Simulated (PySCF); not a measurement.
## Pb: excitation energy

Pb [Xe] 4f14 5d10 6s2 6p2 (3P) → Pb [Xe] 4f14 5d10 6s1 6p3, s spin flipped, as a difference of total energies. Calculation: PySCF 2.14, in aug-cc-pwCVTZ-DK3 with one added diffuse shell each of s, d, f type (12s10p9d6f1g, 138 functions); scalar relativity by spin-free X2C-1e. The calculations carry no spin-orbit coupling.

| method | excitation energy (eV) |
| --- | --- |
| UHF | 9.909 |
| r2SCANh | 8.968 |
| BLYP | 8.513 |

Spin-orbit coupling is strong in these open shells (close to jj coupling). The scalar numbers leave it out and a first-order estimate fails, so it can dominate the gap to the real levels.

The upper determinant mixes two multiplicities, so it lies between the two terms.

The upper state lies above the first ionisation limit, where it may autoionise and the basis confines it.
